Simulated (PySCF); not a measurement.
# Unknowns

All values are calculated (PySCF 2.14): shieldings: GIAO PBE0/pcSseg-1, geometry: PBE0-D3(BJ)/def2-SVP. Non-relativistic, isolated molecule, a single conformation, one averaged value for each set of equivalent atoms.

Shifts are taken against calculated references (same method and geometry level): ¹H (31.27 ppm), ¹³C (184.41 ppm) vs TMS. Where no couplings were computed, multiplicities follow the n + 1 count of equivalent neighbours, and m marks all less simple cases (inequivalent or close neighbours, rings, F or P nearby). Shifts are as computed. Against solution values, carbons near 30 ppm lie about +2 ppm off and those near 130 ppm about +5 ppm. Of 1211 compounds with measured shifts, 218 miss one by over three times the rms of a fit or turn the order of signals round; such compounds aren't used in these exercises.

(1) C₇H₁₀OSi. ¹H NMR (300 MHz, computed): δ 7.20 (d, 2H), 6.85 (d, 2H), 5.03 (s, 3H), 2.31 (s, 3H). ¹³C{¹H} NMR (computed): δ 160.3 (C), 135.7 (CH), 134.6 (C), 121.3 (CH), 22.3 (CH3). Identify the compound.

(2) C₇H₁₀OSi. ¹H NMR (400 MHz, computed): δ 7.37 (m, 2H), 7.03 (t, 1H), 6.93 (d, 2H), 5.16 (q, 2H), 0.52 (t, 3H). ¹³C{¹H} NMR (computed): δ 162.6 (C), 135.2 (CH), 125.6 (CH), 121.8 (CH), -4.1 (CH3). What is it?

Answers

(1) SMILES [SiH3]Oc1ccc(C)cc1. Rings plus π bonds: 4 (1 ring in the answer). 5 carbon signals for 7 carbons: some carbons are equivalent by symmetry or fast rotation. Carbon types of the structure: 2 × C, 4 × CH, 1 × CH3, leaving 3 H on heteroatoms. δC 160.3: aromatic carbon bearing oxygen; σ withdrawal by the attached heteroatom moves it downfield of the ring CH carbons. δC 135.7, 121.3: aromatic CH. δC 134.6: substituted aromatic carbon. δC 22.3: methyl carbon on an aromatic ring; saturated and bonded to C and H only.

This is the structure that produced the data.

(2) `C[SiH2]Oc1ccccc1`. Rings plus π bonds: 4 (1 ring in the answer). 5 carbon signals for 7 carbons: some carbons are equivalent by symmetry or fast rotation. Carbon types of the structure: 1 × C, 5 × CH, 1 × CH3, leaving 2 H on heteroatoms. δC 162.6: aromatic carbon bearing oxygen; the electronegative substituent deshields the carbon that carries it. δC 135.2, 125.6, 121.8: aromatic CH. δH 7.37, 7.03, 6.93: hydrogen on an aromatic CH. δH 0.52: hydrogen on a methyl carbon bonded to Si; an electropositive neighbour shields it, as in TMS itself.

The shifts were computed for this structure.
